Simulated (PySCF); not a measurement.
BBr2, SMILES Br[B]Br (connectivity only; charge and spin as stated), charge +1, multiplicity 1. Heavy atoms are numbered as in [Br:1][B:2][Br:3].

Coordinates come from a B3LYP-D3(BJ)/def2-TZVP optimisation. The multiplicity is an assumed one; other spin states were not compared. The isomer is the one that the SMILES or the coordinates give; other isomers of the formula were not compared.

The numbers are results of B3LYP/pcSseg-2 (PySCF), not measurements.

GIAO shieldings, no solvent; atoms alike by connectivity are averaged. δ = σ(ref) − σ: ¹¹B against BF3 (σ = 86.3 ppm), references at their B3LYP-D3(BJ)/def2-TZVP geometries, non-relativistic (without spin–orbit terms, shifts of atoms bonded to Cl or Br come out too high).

| nucleus | atoms | count | δ (ppm) |
|---|---|---|---|
| ¹¹B | B2 | 1 | 52.7 |
